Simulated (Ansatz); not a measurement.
C2H4FGaO, relaxed with RKS PBE-D4/def2-SVP in Ansatz from a rough embedded geometry. The force threshold is 0.03 eV/Å; the program also tests the step.

Charge 0, multiplicity 1. The bonds changed during the relaxation, so this is another structure than the one it started from.

Start:

```xyz
9

F     0.450    2.036   -0.593
C    -0.493    1.307    0.122
Ga    1.479   -0.196   -0.527
C    -0.054   -1.321   -0.028
O     1.130   -1.088    0.562
H    -0.426    1.619    1.194
H    -1.517    1.501   -0.210
H     0.137   -1.756   -1.058
H    -0.707   -2.102    0.538
```

| step | energy (eV) | largest force (eV/Å) | largest move (Å) |
| --- | --- | --- | --- |
| 1 | -59245.5495 | 25.970 | 0.000 |
| 2 | -59249.3859 | 10.700 | 0.194 |
| 3 | -59250.9865 | 3.695 | 0.194 |
| 4 | -59251.9519 | 1.368 | 0.194 |
| 5 | -59253.2143 | 1.790 | 0.196 |
| 6 | -59254.2099 | 1.478 | 0.197 |
| 7 | -59254.3794 | 0.980 | 0.137 |
| 8 | -59254.4513 | 0.538 | 0.118 |
| 9 | -59254.4939 | 0.537 | 0.200 |
| 10 (rejected) | -59254.4544 | 0.765 | 0.199 |
| 11 | -59254.5124 | 0.135 | 0.097 |
| 12 | -59254.5135 | 0.075 | 0.020 |
| 13 | -59254.5143 | 0.026 | 0.015 |

End:

```xyz
9

F     0.372    1.434   -0.703
C    -0.528    0.721    0.120
Ga    2.588   -0.004   -0.331
C    -0.220   -0.761    0.003
O     1.132   -1.020    0.238
H    -0.374    1.082    1.161
H    -1.561    0.962   -0.213
H    -0.536   -1.113   -1.011
H    -0.872   -1.300    0.735
```

Run time 11 s (4 threads of an Intel Xeon 6975P-C on a shared host); peak host memory 0.18 GiB.
